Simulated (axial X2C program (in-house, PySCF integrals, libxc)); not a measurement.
# Nuclear properties of OAsO⁺

Calculated with an in-house all-electron X2C program for linear molecules (integrals from PySCF): two-component X2C with atomic mean-field Coulomb and Gaunt terms, Gaussian nuclei, basis O dyall-av3z, As dyall-v3z with contracted cores.

O–As–O held linear, with bonds 1.571 and 1.571 Å (near the PBE0 minimum at charge 1 of the determinant lowest at the starting distance; the state shown can have its own minimum elsewhere, held linear; other orders of the atoms were not compared).

Determinant lowest in the PBE0 search, Ω = 0 (closed shell), highest spinor 88% O p, 12% As d:

| level | qzz O (a.u.) | qzz As (a.u.) |
| --- | --- | --- |
| PBE0 | 1.99 | -4.59 |
| HF | 2.17 | -7.41 |
| TPSSh | 1.98 | -4.00 |

qzz is the electric field gradient, eQq0 = 234.96 MHz × Q/barn × qzz. The operators were transformed with the bare-nucleus X2C matrices; with these basis sets, hyperfine constants and field gradients can be off by tens of per cent, and where levels differ in sign neither size nor sign is settled.

**Question.** With Q(17O) = -0.02558 barn, Q(75As) = 0.311 barn (Q from Pyykkö, Mol. Phys. 2018), turn the PBE0 values of the first state into constants in MHz.

**Answer.** eQq0(17O) = 234.96 × (-0.02558) × (1.99) = -12 MHz; eQq0(75As) = 234.96 × (0.311) × (-4.59) = -335 MHz.

The molecule was held linear; bending was not examined, so a bent shape may lie lower.

Each state is one determinant with collinear spin. The search compared states at one distance, so a state with another bond length can lie lower.
